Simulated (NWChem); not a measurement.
All runs are NWChem calculations. System: BN, charge 1, spin multiplicity 4, at the geometry of a parent with another charge or spin, in a state set for the comparison that need not be this species' ground state. Its SCF solution wasn't tested for a lower state. Level: UMP2/def2-TZVPD, 2 core orbitals frozen.

Input file:

```
start mol
memory heap 200 mb stack 900 mb global 1100 mb
charge 1
geometry units angstroms nocenter noautoz
  B      0.000000     0.000000     0.768245
  N      0.000000     0.000000    -0.548746
  symmetry group C2v
end
basis spherical
  * library def2-tzvpd
end
scf
  uhf
  nopen 3
  maxiter 100
  thresh 1e-7
  semidirect memsize 60000000 filesize 0
  # guess.movecs holds the orbitals of an unrestricted PBE0 run
  vectors input guess.movecs output mol.movecs
end
mp2
  freeze core 2
end
task mp2 energy
```

Part of the output:

```
             Northwest Computational Chemistry Package (NWChem) 7.3.0
             --------------------------------------------------------

                                NWChem Input Module
                                -------------------

 Scaling coordinates for geometry "geometry" by  1.889725989
 (inverse scale =  0.529177249)

 Turning off AUTOSYM since
 SYMMETRY directive was detected!

                             Geometry "geometry" -> ""
                             -------------------------

 Output coordinates in angstroms (scale by  1.889725989 to convert to a.u.)

  No.       Tag          Charge          X              Y              Z
 ---- ---------------- ---------- -------------- -------------- --------------
    1 B                    5.0000     0.00000000     0.00000000     0.76824500
    2 N                    7.0000     0.00000000     0.00000000    -0.54874600

 Effective nuclear repulsion energy (a.u.)      14.0632728052

            Nuclear Dipole moment (a.u.)
            ----------------------------
        X                 Y               Z
 ---------------- ---------------- ----------------
     0.0000000000     0.0000000000     0.0000056692

      Symmetry information
      --------------------

 Group name             C2v
 Group number             16
 Group order               4
 No. of unique centers     2

      Symmetry unique atoms

     1    2


 Summary of "ao basis" -> "" (spherical)
 ------------------------------------------------------------------------------
       Tag                 Description            Shells   Functions and Types
 ---------------- ------------------------------  ------  ---------------------
 *                         def2-tzvpd                 on all atoms

 Summary of "ao basis" -> "ao basis" (spherical)
 ------------------------------------------------------------------------------
       Tag                 Description            Shells   Functions and Types
 ---------------- ------------------------------  ------  ---------------------
 B                         def2-tzvpd               13       37   6s3p3d1f
[...]
  AO/Fock/Back tols     =   1.0D-09  1.0D-09  1.0D-09

 GA uses MA = F    GA memory limited = T

 Available:
  local mem=  1.26D+08
 global mem=  1.44D+08
 local disk=  0.00D+00
  mp2_memr nvloc                    67
  nvloc new                    67
   1 passes of   5:        4194304                      27914                   3169028.
   1 passes of   5: M    126153674           G      144168248           F     121959370.

 Semi-direct pass number   1 of   1  for UHF alpha       at        1.0s
  vrange nnbf                  2774
  mp2_eaftype                    12  avail_ma_in_mb                  1099
 EAF : mp2_eaftype filesize          12    1584514.
  mp2_eaf for mointskh                     12
Node 0 wrote      7.4 Mb in      0.0 s     Agg I/O rate:  1194.3 Mb/s
 Done moints_semi at        2.1s
  mp2_eaftype                    12  avail_ma_in_mb                  1087
 EAF : mp2_eaftype filesize          12    1584514.
  mp2_eaf for kh                    12
 Done maket at        2.1s
 Done multipass loop at        2.1s

 GA uses MA = F    GA memory limited = T

 Available:
  local mem=  1.26D+08
 global mem=  1.44D+08
 local disk=  0.00D+00
  mp2_memr nvloc                    70
  nvloc new                    70
   1 passes of   2:        4194304                      18168                   1329866.
   1 passes of   2: M    126153674           G      144168248           F     121959370.

 Semi-direct pass number   1 of   1  for UHF beta        at        2.1s
  vrange nnbf                  2774
  mp2_eaftype                    10  avail_ma_in_mb                  1099
 EAF : mp2_eaftype filesize          10     664933.
  mp2_eaf for mointskh                     10
Node 0 wrote      3.1 Mb in      0.0 s     Agg I/O rate:   895.6 Mb/s
 Done moints_semi at        3.1s
  mp2_eaftype                    10  avail_ma_in_mb                  1089
 EAF : mp2_eaftype filesize          10     664933.
  mp2_eaf for kh                    10
 Done maket at        3.1s
 Done multipass loop at        3.1s

          -------------------------------------------
          SCF energy                 -78.663386534214
          Correlation energy          -0.151935204680
          Singlet pairs                0.000000000000
          Triplet pairs                0.000000000000
          Total MP2 energy           -78.815321738894
          -------------------------------------------

          ---------------------------------------------------
                    Spin Component Scaled (SCS) MP2
          Same spin pairs                     -0.041535861259
          Same spin scaling factor             0.333333333333
          Opposite spin pairs                 -0.110399343421
          Opposite spin scaling fact.          1.200000000000
          SCS-MP2 correlation energy          -0.146324499191
          Total SCS-MP2 energy               -78.809711033406
          ---------------------------------------------------

 -----------------------
 Performance information
 -----------------------

 Timer overhead =  1.37D-07 seconds/call

               Nr. of calls         CPU time (s)                 Wall time (s)                GFlops
             ---------------    -------------------     ------------------------------   -------------------
Name         Min   Avg   Max    Min     Avg     Max     Min     Avg     Max   Mx/calls   Min     Max     Sum
mp2: moin     2     2     2    2.0     2.0     2.0      2.0     2.0     2.0     1.0      0.0     0.0     0.0
mp2: make     2     2     2   6.93E-2 6.93E-2 6.93E-2  6.93E-2 6.93E-2 6.93E-2 3.46E-2   0.0     0.0     0.0
mp2: tota     1     1     1    2.2     2.2     2.2      2.2     2.2     2.2     2.2      0.0     0.0     0.0

 The average no. of pstat calls per process was 5.00D+00
 with a timing overhead of 6.84D-07s

 Task  times  cpu:        3.1s     wall:        3.1s

 Total times  cpu:        3.1s     wall:        3.1s
```
